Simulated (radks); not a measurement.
Results of a calculation; reference values are marked as such.
All-electron atom: the krypton ion Kr+ in [Ar] 3d10 4s2 4p5. Level of theory: scalar-relativistic Kohn-Sham, PBEsol, spin-unpolarised, spherical densities, finite nucleus; Fermi nuclear charge, rms radius 4.1884 fm (a radial shooting solver on a logarithmic mesh with Libxc functionals).

Normalised radial functions P(r) = r R(r), r in bohr:

```
   r/bohr * 4p (the largest magnitude, 0.809, reaches the edge; | marks zero)
 0.003103                             *
  0.00404                             *
 0.005261                             *
 0.006905                             *
 0.008991                             *
  0.01171                             |*
  0.01524                             |*
  0.02001                             | *
  0.02606                             | *
  0.03393                             |  *
  0.04453                             |    *
  0.05799                             |     *
  0.07551                             |       *
  0.09832                             |       *
   0.1291                             |      *
    0.168                             |  *
   0.2188                          *  |
   0.2849                    *        |
    0.374                *            |
    0.487                  *          |
   0.6341                           * |
   0.8257                             |         *
    1.084                             |                    *
    1.411                             |                          *
    1.838                             |                        *
    2.412                             |                 *
    3.141                             |         *
     4.09                             |   *
    5.325                             |*
```

4p: eigenvalue -19.546 eV, 2 radial nodes at r = 0.194, 0.670 bohr, <r> = 1.83 bohr, 90 % of the charge inside 2.76 bohr.
